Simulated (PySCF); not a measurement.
# What a mistake does to a calculation on C2H8NSi

Calculated results; nothing here was measured. They come from PySCF 2.14.0, an open-source quantum chemistry program, on an isolated molecule that a program drew, which may never have been made. The molecule is C2H8NSi (charge 0, doublet), drawn as the SMILES string `[CH2][SiH](C)N`.

Each row is a Hartree-Fock (HF) and frozen-core CCSD(T) single point in the cc-pV(D+d)Z basis, meant for a local HF minimum. Run 1 is clean. Each other run has one planted mistake out of seven kinds, and not every kind appears here: one electron removed, one electron added, multiplicity raised by two, geometry at a saddle point, minimal basis STO-3G, one bond length entered in bohr, all coordinates scaled. The reference is restricted for singlets and unrestricted otherwise, and also for a bond in bohr. Adding or removing an electron swaps singlet and doublet. Electrons count all cores. HOMO and LUMO are orbital energies over both spins, the gradient is its largest component, and the lowest frequency (negative if imaginary) is given only where the gradient is small. Bond lengths are over the 11 bonds as drawn. T1 is the CCSD diagnostic: over 0.02 (restricted) or 0.045 (unrestricted) a single reference is doubtful.

Geometry of the clean run:
```xyz
12
C2H8NSi, angstrom
C     0.4951   -1.5437    0.5857
Si   -1.2152   -0.8185    0.6020
C    -1.3211    0.4481    1.9891
N    -1.5584   -0.2227   -0.9834
H     0.8777   -2.1057   -0.2627
H     1.1717   -1.4932    1.4353
H    -2.2420   -1.8607    0.8629
H    -0.6008    1.2600    1.8466
H    -2.3205    0.8909    2.0409
H    -1.1134   -0.0171    2.9583
H    -2.5103   -0.0166   -1.2248
H    -0.9489    0.4607   -1.3940
```

| run | electrons | basis functions | <S^2> | HOMO (eV) | LUMO (eV) | gradient (hartree/bohr) | lowest frequency (cm^-1) | mean bond (Å) | longest bond (Å) | T1 | HF (hartree) | CCSD(T) (hartree) | mistake |
|---|---|---|---|---|---|---|---|---|---|---|---|---|---|
| 1 | 41 | 105 | 0.760 | -10.07 | 2.76 | 2.5e-05 | 140 | 1.3108 | 1.881 | 0.0098 | -423.78932 | -424.39679 | no fault |
| 2 | 41 | 32 | 0.767 | -8.02 | 8.58 | 2.3e-02 | - | 1.3108 | 1.881 | 0.0065 | -418.79976 | -419.02638 | minimal basis STO-3G |
| 3 | 41 | 105 | 3.768 | -2.41 | 0.37 | 6.3e-02 | - | 1.3108 | 1.881 | 0.0225 | -423.55731 | -424.14632 | multiplicity raised by two |
| 4 | 41 | 105 | 0.758 | -10.03 | 2.78 | 4.6e-02 | - | 1.2544 | 1.800 | 0.0093 | -423.76641 | -424.36589 | all coordinates scaled |
| 5 | 40 | 105 | 0.000 | -15.35 | -6.81 | 7.4e-02 | - | 1.3108 | 1.881 | 0.0337 | -423.47932 | -424.07402 | ? |
| 6 | 42 | 105 | 0.000 | -0.28 | 9.07 | 9.0e-02 | - | 1.3108 | 1.881 | 0.0121 | -423.73477 | -424.38402 | ? |

**Which mistake was planted in run 5, and what did it cost?**

It counts 40 electrons, one fewer than the clean run, at the same geometry and basis. So the mistake is: one electron removed. Subtracting run 1 and multiplying by 627.51 kcal/mol a hartree, the energy moved by 194.5 kcal/mol in HF and 202.5 kcal/mol in CCSD(T).

**Which mistake was planted in run 6, and what did it cost?**

It counts 42 electrons, one more than the clean run, at the same geometry and basis. So the mistake is: one electron added. Subtracting run 1 and multiplying by 627.51 kcal/mol a hartree, the energy moved by 34.2 kcal/mol in HF and 8.0 kcal/mol in CCSD(T).

Cautions from the logs. Run 5: T1 is over the limit, so its CCSD(T) energy is less reliable; run 6: the added electron raises the CCSD(T) energy, so it isn't bound in this basis.
